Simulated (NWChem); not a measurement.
Molecule: C$_{2}$H$_{8}$Si$_{2}$; SMILES [SiH3]/C=C\[SiH3]

Problem. Give the equilibrium geometry at PBE0/def2-SVP (NWChem) as a list of bonds and angles, with the point group.

Solution. point group Cs; any orientation.
Bonded distances (Å): Si1–C2 1.887, Si1–H5 1.495, Si1–H6 1.494, Si1–H7 1.495, C2–C3 1.346, C2–H8 1.100, C3–Si4 1.876, C3–H9 1.101, Si4–H10 1.494, Si4–H11 1.496, Si4–H12 1.496. Bond angles (°): C2–Si1–H5 111.7, C2–Si1–H6 108.0, C2–Si1–H7 111.7, H5–Si1–H6 108.5, H5–Si1–H7 108.4, H6–Si1–H7 108.5, Si1–C2–C3 127.8, Si1–C2–H8 115.1, C3–C2–H8 117.1, C2–C3–Si4 126.8, C2–C3–H9 117.4, Si4–C3–H9 115.7, C3–Si4–H10 110.3, C3–Si4–H11 110.2, C3–Si4–H12 110.2, H10–Si4–H11 109.2, H10–Si4–H12 109.2, H11–Si4–H12 107.9.
